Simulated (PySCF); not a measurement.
H10Ge3OSi, SMILES O[Si]([GeH3])([GeH3])[GeH3] at its GFN2-xTB optimised geometry (Å):

```
15

O      0.0685     1.4886     0.0437
Si    -1.2475     0.5250     0.0000
Ge    -0.2484    -1.5894     0.0000
Ge    -2.5014     0.9485    -1.9519
Ge    -2.5962     0.9032     1.8971
H      0.0127     2.4415     0.0546
H      1.2475    -1.5894     0.0000
H     -0.6216    -2.4415     1.1786
H     -0.6215    -2.4411    -1.1790
H     -2.0628     2.1487    -2.7472
H     -3.9599     1.2137    -1.7088
H     -2.5165    -0.1568    -2.9663
H     -2.2205     2.1061     2.7203
H     -4.0482     1.1372     1.5914
H     -2.6305    -0.2107     2.9016
```

Level of theory: B3LYP/def2-TZVP (PySCF).

Map of the Laplacian of the electron density (e/bohr⁵), clipped to [-1.50, 1.50] on the plane z = 1.2 Å:

```
|+++++++++++++++++++++++++++|
|+++++++++++++++++++++++++++|
|+++++++++++++++++++++++++++|
|+++++++++++++++++++++++++++|
|+++++++++++++++++++++++++++|
|+++++++++++++++++++++++++++|
|+++++++++++++++++++++++++++|
|+++++++++++++++++++++++++++|
|+++++++++++++++++++++++++++|
|++=++**++++++++++++++++++++|
|++=+*@@+=++++++++++++++++++|
|++++*@@+==+++++++++++++++++|
|+++++++==++++++++++++++++++|
|+++++++++++++++++++++++++++|
|+++++++++++++++++++++++++++|
|+++++++++++++++++++++++++++|
|+++++++++++++++++++++++++++|
|+++++++++++++++++++++++++++|
|+++++++++++++++++++++++++++|
|+++++++++++==++++++++++++++|
|++++++++++= -++++++++++++++|
|+++++++++++=+++++++++++++++|
|+++++++++++++++++++++++++++|
|+++++++++++++++++++++++++++|
|+++++++++++++++++++++++++++|
|+++++++++++++++++++++++++++|
|+++++++++++++++++++++++++++|
```
Scale: ten equal steps from -1.50 (start of ' ') to 1.50 (end of '@'), in the order ' .:-=+*#%@'; x runs from -4.50 to 4.50, y from -4.50 (bottom) to 4.50 (top).
